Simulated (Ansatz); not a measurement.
Abridged output of a molecular run in Ansatz:

```
Functional definition: HF
885 factors; integrals over basis functions are off by at most 9.4e-4 eV
mean field evaluation 1: about -30868.1204 eV, gradient 7.7e1 eV
mean field evaluation 2: about -30868.4999 eV, gradient 7.7e1 eV
mean field evaluation 4: about -30880.5292 eV, gradient 3.8e0 eV
mean field evaluation 8: about -30880.6321 eV, gradient 5.6e-1 eV
mean field evaluation 16: about -30880.6338 eV, gradient 2.7e-6 eV
mean field -30880.63384601 eV, -1134.8423621953 hartree, gradient 2.7e-6 eV, S^2 0.000000; 0 other end points of the search recorded, 0 dependent functions left out
12 core orbitals not correlated: weight in the atoms' cores, before any rotation towards them, 1.000 or more for the frozen orbitals, at most 0.000 for the correlated occupied ones
reference -30880.63384601 eV, -1134.8423621953 hartree; 20, 20 occupied and 64, 64 virtual orbitals, 885 factors
second order -28.50750129 eV of doubles, -0.00000000 eV of singles
cycle   1  -24.99050913 eV  change     3.5e0 eV  update   3.1e-1
cycle   2  -26.72736279 eV  change    -1.7e0 eV  update   2.1e-1
cycle   3  -27.01491721 eV  change   -2.9e-1 eV  update   3.7e-2
cycle   4  -27.01556409 eV  change   -6.5e-4 eV  update   1.6e-2
cycle   5  -27.00416418 eV  change    1.1e-2 eV  update   4.3e-3
cycle   6  -27.00876883 eV  change   -4.6e-3 eV  update   1.6e-3
cycle   7  -27.00755787 eV  change    1.2e-3 eV  update   8.0e-4
cycle   8  -27.00695367 eV  change    6.0e-4 eV  update   2.9e-4
cycle   9  -27.00718567 eV  change   -2.3e-4 eV  update   1.4e-4
cycle  10  -27.00722727 eV  change   -4.2e-5 eV  update   5.2e-5
cycle  11  -27.00717054 eV  change    5.7e-5 eV  update   2.9e-5
cycle  12  -27.00714554 eV  change    2.5e-5 eV  update   1.2e-5
perturbative correction -1.36092039 eV, -0.0500129018 hartree
Total energy: -30909.00191193 eV, -1135.8848693895 hartree
```

Its atoms:

Z-matrix (Å, degrees):
```
W
O 1 1.692
Cl 1 2.254 2 109.1
Cl 1 2.254 2 109.2 3 124.4
O 1 1.692 2 106.7 3 -117.8
```

Which basis set was used?
A. def2-SVPD
B. cc-pV(Q+d)Z
C. def2-TZVPPD
D. def2-SVP

D. It gives 96 functions.

Write the keys of the input that set method, charge and spin (a neutral closed shell needs none for the last two).


```yaml
correlation: {method: ccsd_t}
```
